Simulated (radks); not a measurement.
The numbers below are computed, except where a source is named.
Question: All-electron atom: Ti2+ in [Ar] 3d2. Level of theory: scalar-relativistic Kohn-Sham, PBE, spin-polarised, spherical densities, point nucleus; open shells are filled with parallel spins first (a radial shooting solver on a logarithmic mesh with Libxc functionals). Some entries of the table are withheld. Estimate them.

orbital  occ.  eigenvalue (hartree)  <r> (bohr)
1s down     1             -179.5186     0.06959
1s up       1             -179.5180     0.06959
2s up       1             -20.31966      0.3250
2s down     1             -20.29824      0.3247
2p up       3             -16.91249      0.2900
2p down     3             -16.89601      0.2897
3s up       1                   (1)       1.007
3s down     1                   (2)       1.007
3p up       3              -2.04079       1.083
3p down     3              -1.97077       1.084
3d up       2              -0.74991       1.421
3d down     0              -0.68339       1.441

Answer: 
(1) 3s up eigenvalue (hartree): -2.91486
(2) 3s down eigenvalue (hartree): -2.84450
